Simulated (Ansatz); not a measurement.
Coupled-cluster diagnostics for Ti3Si3, Ansatz.

Geometry of the singlet (PBE-D4/def2-SVP):

```xyz
6

Ti   -1.132   -0.108    0.412
Ti    1.192    1.104    0.781
Ti   -1.182    1.115    1.937
Si    1.169   -1.189    0.018
Si    0.453    0.639   -1.473
Si   -0.500   -1.561   -1.675
```

Correlated methods freeze 30 core orbitals; core or outer-core shells of Ti are correlated, in sets that lack core-valence functions. No other spin state of charge 0 was run. Another isomer (triplet) lies 2.33 eV lower at PBE0-D4/def2-TZVP; other spin states weren't run for this one.

Q: Estimate the CCSD(T) correlation energy, the shares of MP2 and (T), T1 and the reference's ⟨S²⟩ for: charge 0, singlet, own geometry in def2-SVP; and the rough time on 4 threads of AMD EPYC 7B13 on a shared host.

A: 
| state | basis | correlation (eV) | MP2 share (%) | (T) share (%) | T1 | ⟨S²⟩ (pure) | wall time | remarks |
| --- | --- | --- | --- | --- | --- | --- | --- | --- |
| charge 0, singlet, own geometry | def2-SVP | -39.099 | 89.4 | 10.8 | 0.111 | 0.00 (0.00) | 2.8 min | large T1 (0.111), restricted SCF unstable |
Customary marks for T1 are 0.02 (closed shells), 0.045 (open shells) and about 0.05 (3d metals). T1 exceeds 0.02 in 1 of 1 rows and 0.045 in 1; the higher it lies, the less the single-reference result can be trusted.
